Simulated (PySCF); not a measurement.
GeI2 (SMILES [I][Ge][I]), singlet, geometry from GFN2-xTB (core potentials on I).

Here is a job for PySCF.
```python
from pyscf import gto, scf, dft

mol = gto.M(
    atom='''
Ge    0.001533   -0.009692    1.226571
I     1.015670   -1.735556   -0.385293
I    -1.016596    1.741408   -0.355278
''',
    basis='def2-svpd',
    ecp={'I': 'def2-svpd'},
    charge=0,
    spin=0,
    verbose=4,
)

mf = dft.RKS(mol)
mf.xc = 'pbe0'
mf = mf.density_fit(auxbasis='def2-universal-jkfit')
mf.kernel()
mf.analyze()
```

Question: What does this run give for the number of basis functions, HOMO energy?

Answer: 
| Item | Result |
|---|---|
| number of basis functions | 108 |
| HOMO energy | -7.35 eV |
